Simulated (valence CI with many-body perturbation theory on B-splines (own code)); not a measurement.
E1 transitions of Zr²⁵⁺

Computed by configuration interaction combined with many-body perturbation theory (CI+MBPT): five valence electrons over a frozen Dirac-Fock core [Ne], a basis of 9 s, 9 p, 8 d, 6 f, 3 g, 1 h functions for each j, with the one-electron correlation potential Σ1 (screened to all orders), the two-electron term Σ2, the three-electron term Σ3, Breit, model QED; selected single and double excitations, second order for the rest (own B-spline code, finite nucleus).

No measured levels were compared; by estimate levels of excited configurations hold to 0.05 to 0.15 % of their energy, terms of the ground configuration to about 0.5 %. Among the levels kept, up to 510 cm⁻¹ of a level comes from second order outside the variational space, and about a tenth of that is noise between levels of different J, which matters for small intervals.

Lines 51 to 100 of 180 in falling wavelength, among levels below 185.31 eV, chosen from the strongest by gf and those to the six lowest levels. Wavelengths and rates use the calculated energies, so an error of 500 cm⁻¹ moves a line at 16.60 nm by 0.083 % and its rate by three times that or more. Electric multipoles are in the length gauge, E1 and E2 with the static RPA response of the core. Weak lines are less certain than strong ones. Lines between different terms over intervals too small for the method are left out, as are lines whose strength nearly cancels. The highest levels of a list are the least certain.

Names give the largest LS component (configuration and term), which can be under half, so a name can repeat, a term be missing and a line seem to break the LS rules; names also repeat where a configuration has a term twice. Letters in brackets count levels of one name in rising energy.

| λ vac (nm) | Upper | Lower | A (s⁻¹) | S (a.u.) |
| --- | --- | --- | --- | --- |
| 16.60 | 3s2 3p2 3d 2F_5/2 | 3s2 3p3 2P°_3/2 | 2.53e+07 | 3.42e-04 |
| 16.45 | 3s 3p3 3d 4F°_3/2 | 3s2 3p2 3d 4F_5/2 | 5.25e+08 | 4.61e-03 |
| 16.26 | 3s 3p4 4P_1/2 | 3s2 3p3 2D°_3/2 | 3.02e+08 | 1.28e-03 |
| 15.73 | 3s2 3p2 3d 4D_1/2 | 3s2 3p3 2P°_3/2 | 2.43e+07 | 9.34e-05 |
| 15.69 | 3s 3p3 3d 4F°_3/2 | 3s2 3p2 3d 4F_3/2 | 4.87e+09 | 3.71e-02 |
| 15.68 | 3s2 3p2 3d 4F_3/2 | 3s2 3p3 2P°_1/2 | 4.81e+08 | 3.66e-03 |
| 15.66 | 3s 3p4 4P_3/2 [b] | 3s2 3p3 2D°_5/2 | 4.46e+08 | 3.38e-03 |
| 15.50 | 3s 3p4 4P_5/2 | 3s2 3p3 4S°_3/2 | 3.73e+09 | 4.12e-02 |
| 15.29 | 3p5 2P°_3/2 | 3s 3p4 4P_3/2 [b] | 4.38e+09 | 3.09e-02 |
| 15.28 | 3s2 3p2 3d 4D_3/2 | 3s2 3p3 2P°_3/2 | 6.64e+08 | 4.68e-03 |
| 14.85 | 3s 3p3 3d 6D°_3/2 | 3s 3p4 4P_1/2 | 2.48e+08 | 1.61e-03 |
| 14.75 | 3s 3p4 4P_3/2 [b] | 3s2 3p3 2D°_3/2 | 5.57e+09 | 3.53e-02 |
| 14.64 | 3s2 3p2 3d 4D_5/2 | 3s2 3p3 2P°_3/2 | 4.00e+08 | 3.72e-03 |
| 14.58 | 3s2 3p2 3d 2P_3/2 [a] | 3s2 3p3 2P°_1/2 | 6.46e+08 | 3.95e-03 |
| 14.51 | 3s 3p3 3d 6D°_1/2 | 3s 3p4 4P_3/2 [a] | 6.46e+08 | 1.95e-03 |
| 14.49 | 3s 3p4 2D_5/2 | 3s2 3p3 2D°_5/2 | 6.40e+09 | 5.77e-02 |
| 14.48 | 3s 3p3 3d 4F°_3/2 | 3s 3p4 4P_3/2 [b] | 1.58e+09 | 9.46e-03 |
| 14.48 | 3s 3p3 3d 6D°_3/2 | 3s 3p4 4P_3/2 [a] | 2.44e+08 | 1.46e-03 |
| 14.46 | 3s2 3p2 3d 4F_3/2 | 3s2 3p3 2D°_5/2 | 1.88e+08 | 1.12e-03 |
| 14.42 | 3s2 3p2 3d 2P_1/2 [a] | 3s2 3p3 2P°_1/2 | 5.40e+09 | 1.60e-02 |
| 13.88 | 3s 3p4 4P_3/2 [a] | 3s2 3p3 4S°_3/2 | 1.00e+10 | 5.28e-02 |
| 13.87 | 3s2 3p2 3d 4F_5/2 | 3s2 3p3 2D°_5/2 | 1.84e+09 | 1.45e-02 |
| 13.73 | 3s2 3p2 3d 2P_1/2 [b] | 3s2 3p3 2P°_3/2 | 1.20e+10 | 3.06e-02 |
| 13.71 | 3s 3p4 2D_5/2 | 3s2 3p3 2D°_3/2 | 1.14e+08 | 8.69e-04 |
| 13.68 | 3s2 3p2 3d 4F_3/2 | 3s2 3p3 2D°_3/2 | 8.17e+09 | 4.13e-02 |
| 13.62 | 3p5 2P°_3/2 | 3s 3p4 4P_3/2 [a] | 3.13e+09 | 1.56e-02 |
| 13.55 | 3s 3p4 4P_1/2 | 3s2 3p3 4S°_3/2 | 1.14e+10 | 2.80e-02 |
| 13.52 | 3s2 3p2 3d 2P_3/2 [a] | 3s2 3p3 2D°_5/2 | 8.51e+09 | 4.15e-02 |
| 13.45 | 3s 3p4 2P_3/2 | 3s2 3p3 2P°_3/2 | 1.35e+09 | 6.48e-03 |
| 13.30 | 3s2 3p2 3d 4P_5/2 | 3s2 3p3 2P°_3/2 | 5.64e+07 | 3.93e-04 |
| 13.26 | 3s2 3p2 3d 4D_1/2 | 3s2 3p3 2P°_1/2 | 6.42e+09 | 1.48e-02 |
| 13.15 | 3s2 3p2 3d 4F_5/2 | 3s2 3p3 2D°_3/2 | 1.44e+06 | 9.72e-06 |
| 13.05 | 3s 3p3 3d 6D°_3/2 | 3s 3p4 4P_5/2 | 8.27e+08 | 3.63e-03 |
| 13.04 | 3s 3p3 3d 6D°_5/2 | 3s 3p4 4P_5/2 | 1.00e+09 | 6.56e-03 |
| 12.97 | 3s2 3p2 3d 4P_3/2 | 3s2 3p3 2P°_3/2 | 2.25e+09 | 9.67e-03 |
| 12.97 | 3s 3p3 3d 4F°_3/2 | 3s 3p4 4P_3/2 [a] | 5.92e+08 | 2.55e-03 |
| 12.95 | 3s 3p3 3d 6D°_7/2 | 3s 3p4 4P_5/2 | 2.23e+08 | 1.91e-03 |
| 12.95 | 3s2 3p2 3d 4D_3/2 | 3s2 3p3 2P°_1/2 | 1.20e+09 | 5.13e-03 |
| 12.92 | 3s2 3p2 3d 2F_5/2 | 3s2 3p3 2D°_5/2 | 4.50e+08 | 2.87e-03 |
| 12.90 | 3s2 3p2 3d 4P_1/2 | 3s2 3p3 2P°_3/2 | 3.24e+09 | 6.86e-03 |
| 12.84 | 3s2 3p2 3d 2P_3/2 [a] | 3s2 3p3 2D°_3/2 | 7.41e+07 | 3.09e-04 |
| 12.71 | 3s2 3p2 3d 2P_1/2 [a] | 3s2 3p3 2D°_3/2 | 1.17e+10 | 2.36e-02 |
| 12.57 | 3s2 3p2 3d 4F_7/2 | 3s2 3p3 2D°_5/2 | 3.80e+08 | 2.98e-03 |
| 12.49 | 3s 3p4 4P_3/2 [b] | 3s2 3p3 4S°_3/2 | 1.73e+08 | 6.67e-04 |
| 12.46 | 3s2 3p2 3d 2D_3/2 [a] | 3s2 3p3 2P°_3/2 | 3.66e+07 | 1.40e-04 |
| 12.37 | 3s2 3p2 3d 2F_7/2 [a] | 3s2 3p3 2D°_5/2 | 6.14e+07 | 4.59e-04 |
| 12.35 | 3p5 2P°_3/2 | 3s 3p4 4P_5/2 | 3.47e+09 | 1.29e-02 |
| 12.29 | 3s2 3p2 3d 2F_5/2 | 3s2 3p3 2D°_3/2 | 1.11e+08 | 6.13e-04 |
| 12.11 | 3s2 3p2 3d 4D_3/2 | 3s2 3p3 2D°_5/2 | 1.44e+10 | 5.04e-02 |
| 12.06 | 3s2 3p2 3d 2D_5/2 [a] | 3s2 3p3 2P°_3/2 | 1.59e+09 | 8.29e-03 |
